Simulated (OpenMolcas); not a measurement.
**Ionisation energies of phosphorus**

```
Program             : OpenMolcas
Basis               : ANO-RCC-VQZP [6s5p3d2f1g]
Scalar Hamiltonian  : DKH2, point nucleus
Spin-orbit coupling : RASSI with atomic mean-field integrals over the reference wave functions, term energies averaged over their components
```

Active shells in each charge state: the valence s, p shells, with orbitals averaged over the low states. Where CASPT2's correlated closed shells are named, they are those of the first ion.

A. CASSCF
B. SS-CASPT2, IPEA 0.25 Eh, imaginary shift 0.1 Eh (closed shells correlated: 2s 2p)
C. SS-CASPT2, IPEA 0.25 Eh, imaginary shift 0.1 Eh (closed shells correlated: none)
D. SS-CASPT2, IPEA 0 Eh, imaginary shift 0.1 Eh (closed shells correlated: 2s 2p)

Energies in eV between the lowest computed levels, named as in B; reference values from the NIST Atomic Spectra Database with their kind.

```tsv
From	To	A	B	C	D	Spin-orbit share in B	Reference
P+ 3s2 3p2 3P0	P2+ 3s2 3p 2P* 1/2	18.764	19.530	19.513	19.654	-0.006	19.769 (semi-empirical)
P2+ 3s2 3p 2P* 1/2	P3+ 3s2 1S0	28.949	29.847	29.814	29.972	+0.041	30.203 (measured)
P3+ 3s2 1S0	P4+ 3s 2S 1/2	51.067	51.232	51.152	51.234	+0.000	51.444 (measured)
P4+ 3s 2S 1/2	P5+ 2p6 1S0	64.578	64.727	64.578	64.730	+0.000	65.025 (measured)
```

Steps that some method lacks are left out, and so are those with a state whose active s or d shell is doubly occupied in every root (s and p with five to eight electrons, d10) over a frozen core shell of the same l, since the two then mix freely.

Error against the reference values, in %:

```
From       Reference     A     B     C     D
  P+  semi-empirical  -5.1  -1.2  -1.3  -0.6
 P2+        measured  -4.2  -1.2  -1.3  -0.8
 P3+        measured  -0.7  -0.4  -0.6  -0.4
 P4+        measured  -0.7  -0.5  -0.7  -0.5
```

Mean absolute error over the 3 measured values: A 0.69 eV, B 0.29 eV, C 0.38 eV, D 0.25 eV. D lies closest.

* marks odd parity.
